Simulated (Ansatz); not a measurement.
```yaml
crystal:
  periodic: [false, false, false]
  atoms:
    - {symbol: O, position_ang: [-0.979024, -0.726876, 0.163022]}
    - {symbol: In, position_ang: [0.256757, 0.834307, -0.055280]}
    - {symbol: Br, position_ang: [2.672640, 0.301937, -0.433694]}
    - {symbol: H, position_ang: [-1.894873, -0.469568, 0.305652]}
basis:
  gaussian: {orbitals: def2-SVPD, fitting: {mean_field: def2-universal-jkfit}}
magnetization: {spin_polarized: true, initial_magnetization: 1}
hamiltonian: {xc: {name: HF}}
correlation: {method: mp2, frozen_orbitals: {O: 9}}
output: {forces: true}
```

```sh
$ ansatz run in.yaml --threads 2 --pin off --events-out ev --progress --plain --max-ram 32768MiB --backend cpu
```

Shortened log:

```
Functional definition: HF
Error: "frozen_orbitals" has no count for In
```

In this input frozen orbitals are typed for one element alone, and the program wants a count for each. The program refused the input.
